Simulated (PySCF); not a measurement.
**Polarisability of [AlI4]-**

Species: [AlI4]- (charge -1).
Cartesian coordinates in Å at the PBE0-D3(BJ)/def2-SVP level; atoms count from 1:
```
atom  x, y, z in Å
Al1    0.017   -0.022   -0.013
I2     0.014   -0.049    2.540
I3     2.422   -0.042   -0.874
I4    -1.161    2.087   -0.840
I5    -1.216   -2.085   -0.875
```

Level: B3LYP/def2-SVPD (PySCF), static field, nuclei fixed, core orbitals frozen in the response. The polarisability tensor in these axes (au):

```
x   190.72   0.05  -0.18
y     0.05 190.79  -0.06
z    -0.18  -0.06 190.69
```

Diagonalise the tensor; give its mean and Δα, where Δα² is half the sum of the squared differences of the eigenvalues.

Principal values 190.52, 190.75 and 190.93 au; mean 190.73 au = 28.26 Å³ = 31.45 × 10⁻⁴⁰ C²·m²/J; Δα = 0.36 au (0 % of the mean). Point group Td makes the tensor isotropic, so any spread comes from the grid or from a geometry that is symmetric only within 0.08 Å.

Form Σ f/ω² (atomic units) for the 15 lowest TDDFT singlets, given as eV and f, and set it beside the mean polarisability, which is this sum over all singlets: 4.49, 0.0000; 4.49, 0.0000; 4.49, 0.0000; 5.03, 0.1246; 5.03, 0.1250; 5.03, 0.1261; 5.15, 0.0000; 5.16, 0.0000; 5.54, 0.0000; 5.54, 0.0000; 5.55, 0.0001; 5.61, 0.0022; 5.61, 0.0024; 5.61, 0.0449; 5.61, 0.0474.

They add up to 13.29 au, 7.0 % of the 190.73 au; the largest single term is 3.69 au, from the state at 5.03 eV. Terms in order: 0.00, 0.00, 0.00, 3.65, 3.66, 3.69, 0.00, 0.00, 0.00, 0.00, 0.00, 0.05, 0.06, 1.05, 1.11 au. Higher excitations give the rest. The strengths listed sum to 0.473.

Geometry: PBE0-D3(BJ)/def2-SVP; no solvent, vibrations or thermal averaging. Atoms past krypton carry effective core potentials; spin–orbit coupling is left out. The geometry's basis has no diffuse functions.
